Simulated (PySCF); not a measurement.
CHCl2, SMILES Cl[CH]Cl, multiplicity 2. Atoms are numbered in the order given.

```xyz
4

Cl    -0.0084     0.1706    -1.4677
C      0.0874    -0.6812     0.0000
Cl    -0.0084     0.1706     1.4677
H     -0.2374    -1.7117     0.0000
```
Charge 0, spin multiplicity 2.

Geometry: r2SCAN-D4/def2-TZVP. The isomer is the one that the SMILES or the coordinates give; other isomers of the formula were not compared.

All values below come from PBE/pcH-1 in PySCF.

Unrestricted Kohn–Sham, ⟨S²⟩ = 0.753. Hyperfine tensors hold the contact and dipolar terms, without spin-orbit corrections.

Computed hyperfine couplings:
| nucleus | A(iso) (MHz) | A(iso) (G) | dipolar principal values (MHz) |
|---|---|---|---|
| 35Cl no. 1 | 4.9 | 1.7 | -30.5, -22.4, 52.9 |
| 13C no. 2 | 175.8 | 62.7 | -74.6, -74.3, 148.9 |
| 35Cl no. 3 | 4.9 | 1.7 | -30.5, -22.4, 52.9 |
| 1H no. 4 | -36.1 | -12.9 | -32.5, -2.8, 35.3 |

**Question.** And the g tensor (effective nuclear charges for spin-orbit coupling, GIAO)? (An estimate is asked for; the answer gives what the named calculation found.)

**Answer.** principal values 2.0010, 2.0139, 2.0139; isotropic 2.0096.
